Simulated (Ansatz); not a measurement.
Cost and result for the atomization energy of B2H8N2Si (13 atoms, 14 bonds).

Z-matrix (Å, degrees):
```
Si
B 1 2.210
B 1 2.000 2 44.9
N 1 1.924 2 43.6 3 -137.9
N 1 1.703 2 142.7 3 -76.6
H 1 1.491 2 107.4 3 137.2
H 2 1.198 1 128.3 3 -125.4
H 3 1.194 1 129.1 2 130.0
H 3 1.239 1 78.3 2 -115.8
H 4 1.014 1 108.6 2 112.7
H 4 1.012 1 121.8 2 -117.7
H 5 1.005 1 122.9 2 -141.0
H 5 1.005 1 121.7 2 55.2
```

Total charge 0; spin multiplicity 1. The bonds changed during the relaxation, so this is another structure than the one it started from. The geometry is a stationary point of PBE0-D4/def2-TZVP. It is one conformer, not always the lowest. Program: Ansatz. All runs use 4 threads of an Intel Xeon Platinum 8259CL on a shared host. Times are those of one run each, without the atoms' runs, and a repeat can differ threefold. Electronic energies, without spin–orbit coupling; frozen cores. CCSD(T)/CBS adds CCSD(T) − MP2 in def2-TZVPP to the MP2 limit, and its time is that of the two runs behind it. T1 = 0.013.

CCSD(T)/CBS is a level of theory with its own doubt, some kJ/mol a heavy atom from the limit and from the frozen cores, so smaller differences don't rank the functionals.

| level | functions | wall time |
| --- | --- | --- |
| revPBE-D4/def2-TZVPP | 278 | 2.6 s |
| PBE-D4/def2-TZVPP (with forces) | 278 | 3.2 s |
| PBE0-D4/def2-TZVPP | 278 | 3.5 s |
| BHLYP-D4/def2-TZVPP | 278 | 3.7 s |
| CAM-B3LYP-D4/def2-TZVPP | 278 | 4.5 s |
| CCSD(T)/def2-SVP | 114 | 4.7 s |
| r2SCANh-D4/def2-TZVPP | 278 | 4.9 s |
| r2SCAN-D4/def2-TZVPP (with forces) | 278 | 5.5 s |
| B97M-V/def2-TZVPP | 278 | 8.5 s |
| ωB97M-V/def2-TZVPP (with forces) | 278 | 12 s |
| MP2/def2-QZVPP | 538 | 30 s |
| CCSD(T)/def2-TZVPP | 278 | 120 s |
| CCSD(T)/CBS(def2) | – | 2.4 min |

Task: What atomization energy does each give, and how far from CCSD(T)/CBS? (Estimate.)

Result: Computed: 
```csv
level,atomization (kcal/mol),difference from CCSD(T)/CBS,per bond
revPBE-D4/def2-TZVPP,1067.6,0.2,0.0
PBE-D4/def2-TZVPP (with forces),1092.8,25.4,1.8
PBE0-D4/def2-TZVPP,1076.2,8.8,0.6
BHLYP-D4/def2-TZVPP,1048.5,-18.9,-1.4
CAM-B3LYP-D4/def2-TZVPP,1080.1,12.7,0.9
CCSD(T)/def2-SVP,996.7,-70.7,-5.1
r2SCANh-D4/def2-TZVPP,1070.7,3.3,0.2
r2SCAN-D4/def2-TZVPP (with forces),1076.4,9.0,0.6
B97M-V/def2-TZVPP,1080.3,12.9,0.9
ωB97M-V/def2-TZVPP (with forces),1079.4,12.0,0.9
MP2/def2-QZVPP,1067.7,0.3,0.0
CCSD(T)/def2-TZVPP,1037.4,-30.0,-2.1
CCSD(T)/CBS(def2),1067.4,0.0,0.0
```

At CCSD(T), def2-SVP lies −70.7 kcal/mol from the extrapolated value and def2-TZVPP −30.1 kcal/mol: correlation converges slowly with the basis, and small sets miss more of it in the bonded molecule than in its fragments. Leaving LDA and LC-ωPBE aside and taking each functional with its dispersion term where it has one, the values spread over 44.3 kcal/mol, from BHLYP-D4 to PBE-D4. LDA lies +139.8 kcal/mol from PBE without D4, its usual overbinding. From PBE to PBE0 (25 % exact exchange), in def2-TZVPP and without D4, the atomization energy moves by −15.6 kcal/mol: exact exchange takes away binding that semilocal exchange gives to molecules.
